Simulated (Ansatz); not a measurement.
Consider the cleavage of the Sn–B bond: `F[BH][SnH2][SiH3]` + HCl → `[SiH3][SnH2][Cl]` + `BF`.

Isolated molecules relaxed with PBE0-D4/def2-TZVP in Ansatz; ΔE leaves out vibrations. CCSD(T)/CBS is the MP2 limit (def2-TZVPP, def2-QZVPP) plus CCSD(T) − MP2 in def2-TZVPP, frozen cores. This one scheme is used for every species. DFT in def2-TZVPP. B3LYP here is the variant with VWN-RPA as its local correlation; programs differ in this. Elements past krypton have def2 core potentials. For Sn outer-core shells are correlated without core-valence functions, which leaves a few kJ/mol of doubt a bond. Each species was taken in one conformer, which may not be the lowest.

```
        level  ΔE (kcal/mol)  difference from CCSD(T)/CBS
      PBE0-D4          -24.2                          1.3
   r2SCAN0-D4          -25.7                         -0.2
      ωB97M-V          -25.7                         -0.2
          PBE          -22.8                          2.7
         BLYP          -25.5                          0.0
         PBE0          -24.2                          1.3
        B3LYP          -26.4                         -0.9
      r2SCANh          -25.4                          0.1
 MP2/def2-SVP          -26.4                         -0.9
HF/def2-TZVPP          -32.0                         -6.5
  CCSD(T)/CBS          -25.5                            0
```

Largest T1 diagnostic among the species: 0.014.

At CCSD(T), def2-SVP lies +0.8 kcal/mol from the extrapolated value and def2-TZVPP +1.6 kcal/mol. In def2-TZVPP, CCSD(T) changes the Hartree–Fock value by +8.1 kcal/mol (the triples alone add +0.6 kcal/mol) and MP2 by +6.6 kcal/mol. Leaving LDA and LC-ωPBE aside and taking each functional with its dispersion term where it has one, the values, not all of them listed here, spread over 5.7 kcal/mol, from BHLYP-D4 to PBE-D4. LDA lies +2.9 kcal/mol from PBE without D4.
